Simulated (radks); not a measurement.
Results of a calculation; reference values are marked as such.
Question: Valence configurations of F+ (all share [He]). Level of theory: non-relativistic Kohn-Sham, BLYP, spin-polarised, spherical densities, point nucleus; open shells are filled with parallel spins first (a radial shooting solver on a logarithmic mesh with Libxc functionals). Order these by energy: 2p6; 2s1 2p5; 2s0.5 2p5.5; 2s2 2p4; 2s1.5 2p4.5.

Answer: From the lowest, in eV above it: 2s2 2p4 0.000; 2s1.5 2p4.5 9.397; 2s1 2p5 18.772; 2s0.5 2p5.5 29.753; 2p6 39.742. NIST lists [He] 2s2 2p4 as the ground configuration; this level of theory agrees among the configurations tried. The energies are those of spherical high-spin densities, not of single terms.
